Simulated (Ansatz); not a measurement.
**A basis-limit estimate, worked out**

The pair of Cl⁻ (SMILES [Cl-], atom 1) and N2 (SMILES N#N, atoms 2–3), both closed shells, in one local arrangement (a lower one may exist), relaxed at PBE0-D4/def2-TZVPD:

```
3
angstrom
Cl 0.0365 0.0248 -2.3859
N -0.4685 -0.3179 1.1697
N 0.4320 0.2932 1.2163
```

Both fragments are computed in the basis of the whole pair.

Ansatz 0.2.0; basis: def2-TZVPPD and def2-QZVPPD; cores frozen in the correlated methods.

Energies in eV:

| quantity | pair | first fragment | second fragment |
| --- | --- | --- | --- |
| Hartree–Fock, triple zeta (X = 3) | -15471.19262 | -12505.39356 | -2965.76735 |
| Hartree–Fock, quadruple zeta (X = 4) | -15471.63141 | -12505.71679 | -2965.88200 |
| MP2 correlation, X = 3 | -15.71410 | -5.55186 | -10.10623 |
| MP2 correlation, X = 4 | -16.94420 | -6.10863 | -10.77490 |
| CCSD(T) correlation, X = 3 | -16.85184 | -6.22395 | -10.57915 |

Question: Work out the interaction energy at the basis limit: extrapolate Hartree–Fock as E(X) = E∞ + A exp(−7.88 √X) and the MP2 correlation as E(X) = E∞ + B X^−2.97 (the exponents that Neese and Valeev fitted for def2-TZVPP and QZVPP, reused here for the diffuse sets), then add CCSD(T) − MP2 in triple zeta.

Answer: Each step is linear, so take the differences first (pair − first fragment − second fragment): Hartree–Fock -0.03171 (X = 3) and -0.03262 (X = 4); MP2 correlation -0.05601 and -0.06067; CCSD(T) correlation -0.04874.
Two points give E∞ = E(4) + w [E(4) − E(3)], with w = 1/(exp(7.88 (2 − √3)) − 1) = 0.1377 for Hartree–Fock and w = 1/((4/3)^2.97 − 1) = 0.7407 for the correlation.
Hartree–Fock: -0.03262 + 0.1377 × (-0.00091) = -0.0327 eV.
MP2 correlation: -0.06067 + 0.7407 × (-0.00466) = -0.0641 eV.
CCSD(T) − MP2: -0.04874 − (-0.05601) = 0.0073 eV.
Sum: -0.0327 + (-0.0641) + 0.0073 = -0.0895 eV, or -2.06 kcal/mol. Plain CCSD(T) in triple zeta gives -0.0804 eV, so the larger basis shifts the result by -0.0091 eV.

T1 diagnostic: at most 0.014.

For scale, one of the runs: CCSD(T)/def2-TZVPPD, 125 basis functions, launched by `ansatz run in.yaml --threads 2 --pin off --events-out ev --progress --plain --max-ram 5222MiB`. Hardware: 2 CPU threads of an Intel Xeon 6975P-C, shared host. Wall time about 2.6 s.
